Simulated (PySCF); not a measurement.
Zr: excitation energy

Zr [Kr] 4d2 5s2 (3F) → Zr [Kr] 4d4 (5D), as a difference of total energies. All numbers are calculated (PySCF 2.14, the spin-free X2C one-electron Hamiltonian (Gaussian nucleus), in x2c-TZVPPall (8s6p6d2f1g, 79 functions)). Correlated levels: valence: [Kr] frozen; valence and next inner shell: [Ar] 3d10 frozen. The calculations carry no spin-orbit coupling.

```tsv
method	excitation energy (cm⁻¹)
UHF	19978
LDA	15458
PBE	14428
PBE0	15343
r2SCAN	14825
M06-L	21061
CAM-B3LYP	19867
BHandHLYP	21025
BLYP	18409
MP2 (valence)	21492
SCS-MP2 (valence)	26824
MP2 (valence and next inner shell)	20496
SCS-MP2 (valence and next inner shell)	25329
```

A first-order spin-orbit estimate (lowest level to lowest level, LS coupling) adds 0.040 eV.
